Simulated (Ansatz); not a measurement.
C₃H₅FOSi, SMILES `FC1=CO[SiH2]C1`. Charge 0, multiplicity 1.

| atom | x (Å) | y (Å) | z (Å) |
| --- | --- | --- | --- |
| F1 | 0.045 | 1.468 | 2.020 |
| C2 | 0.025 | 0.553 | 1.040 |
| C3 | 0.053 | -0.754 | 1.284 |
| O4 | 0.029 | -1.605 | 0.207 |
| Si5 | -0.027 | -0.691 | -1.202 |
| C6 | -0.030 | 1.009 | -0.377 |
| H7 | 0.093 | -1.221 | 2.259 |
| H8 | 1.165 | -0.969 | -2.039 |
| H9 | -1.256 | -1.009 | -1.969 |
| H10 | -0.932 | 1.594 | -0.582 |
| H11 | 0.834 | 1.626 | -0.641 |

(1) Give the diagnostics of a CCSD(T)/def2-TZVPP run (frozen core, Ansatz 0.2.0). (Best estimate.)

## Answers

(1) Computed: T1 = 0.0128, largest single amplitude 0.022, largest double 0.060, (T) share of the correlation energy 3.9 %, 9 CCSD cycles. The RHF solution is stable towards an unrestricted one. T1 lies under the customary mark of 0.02 for closed shells.
